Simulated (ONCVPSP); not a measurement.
# Transferability test, ONCV potential for Al

aluminium (Al), optimised norm-conserving Vanderbilt (ONCV), made with ONCVPSP 4.0.1 (LDA (Perdew-Zunger), scalar-relativistic). Core [Ne], reference 3s2 (charge +1). Waves: 3s: rc 1.75 bohr, ncon 4, nbas 8, qcut 3.9 1/bohr, 1 projector; p scattering state at 0.06 Ha: rc 1.65 bohr, ncon 4, nbas 8, qcut 4.2 1/bohr, 2 projectors, debl 2.7 Ha. Local part: polynomial inside 1.25 bohr (lpopt 3, dvloc0 0 Ha). Core correction: Teter function fitted to the true core (icmod 2), fcfact 0.65.

In the p channel the program set the typed energies aside and used 0.050, 2.750 Ha.

Energies are relative to the spin-unpolarised reference configuration 3s2; without spin polarisation the order of configurations can differ from experiment.

| valence configuration | charge | ΔE all-electron (eV) | error AE − PS (meV) |
| --- | --- | --- | --- |
| 3s2 3p1 | 0 | -5.847 | +14 |
| 3s1 | +2 | 19.377 | +15 |
| 3s1 3p1 | +1 | 5.819 | +9.6 |

What are ΔE and the potential's error for 3s2 3p0.5?

ΔE = -3.722 eV all-electron; the error (AE − PS) is +6.9 meV.

Note: no bound ghost flagged; GHOST(+) flagged for s at 26.2 eV.
